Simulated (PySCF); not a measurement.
# SrSb⁻ at LC-ωPBE

Level: LC-ωPBE. basis Sr def2-SVPD with ECP28, Sb def2-SVPD with ECP28; scalar-relativistic core potentials; PySCF 2.14.

```json
{
 "state": "³Π (triplet), unpaired electrons σ ↑, π ↑",
 "bond length": "3.057 Å",
 "harmonic wavenumber": "159 cm⁻¹",
 "force constant": "0.757 mdyn/Å",
 "rotational constant Be": "0.03543 cm⁻¹",
 "anharmonicity ωexe": "0.895 cm⁻¹",
 "vibration–rotation constant αe": "0.000159 cm⁻¹",
 "bond order (Mayer)": "1.74",
 "dipole moment (positive dipole points towards Sb; it is taken about the centre of mass and depends on that origin)": "-1.25 D"
}
```

These are scalar-relativistic numbers at best; spin–orbit coupling would shift them, the dissociation energy most. The state was picked by a PBE0 search and need not be the measured ground state.
